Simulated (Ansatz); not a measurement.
Geometry optimisation, RKS PBE0-D4/def2-SVP (Ansatz 0.2.0).

input.yaml

```yaml
crystal:
  periodic: [false, false, false]
  atoms:
    - { symbol: In, position_ang: [0.227351, -0.323041, -0.174417] }
    - { symbol: F, position_ang: [1.875413, 0.497342, -0.934761] }
    - { symbol: C, position_ang: [0.606611, -0.911681, 1.8528] }
    - { symbol: C, position_ang: [-1.32391, -0.311044, -1.657099] }
    - { symbol: H, position_ang: [0.935651, 2.301812, -0.144776] }
    - { symbol: H, position_ang: [0.432986, 2.679775, 0.17354] }
    - { symbol: H, position_ang: [1.675156, -0.77496, 2.066645] }
    - { symbol: H, position_ang: [0.017894, -0.28114, 2.535359] }
    - { symbol: H, position_ang: [0.325699, -1.961922, 2.01883] }
    - { symbol: H, position_ang: [-1.650465, -1.33679, -1.882557] }
    - { symbol: H, position_ang: [-2.18836, 0.258555, -1.285959] }
    - { symbol: H, position_ang: [-0.934126, 0.162995, -2.567804] }
basis:
  gaussian: { orbitals: def2-SVP }
hamiltonian:
  xc: pbe0
  dispersion: d4
relax:
  f_tol: 0.03
  max_steps: 50
```

Run as:

```bash
$ ansatz run input.yaml --threads 2 --pin off --max-ram 3072MiB --backend cpu --events-out ev --progress --plain --runs-dir out
```

Problem. Where does it end, and by what steps?

Solution. The forces met the threshold. After 4 steps the energy has fallen by 0.076 eV; H6 moved furthest, 0.09 Å.

```csv
step,energy less start (eV),largest force component (eV/Å),accepted
0,0.0000,1.825,yes
1,-0.0712,0.112,yes
2,-0.0710,0.244,no
3,-0.0747,0.088,yes
4,-0.0757,0.026,yes
```

```xyz
12
Properties=species:S:1:pos:R:3
In 0.235 -0.316 -0.179
F 1.897 0.468 -0.959
C 0.613 -0.903 1.848
C -1.315 -0.308 -1.659
H 0.924 2.299 -0.134
H 0.358 2.668 0.229
H 1.689 -0.814 2.047
H 0.062 -0.242 2.533
H 0.288 -1.939 2.025
H -1.662 -1.332 -1.859
H -2.171 0.288 -1.309
H -0.918 0.131 -2.584
```

The run took 19 s on 2 threads of AMD EPYC 7R43 64-Core Processor (Zen 3), on a shared host, peak memory 0.26 GiB.
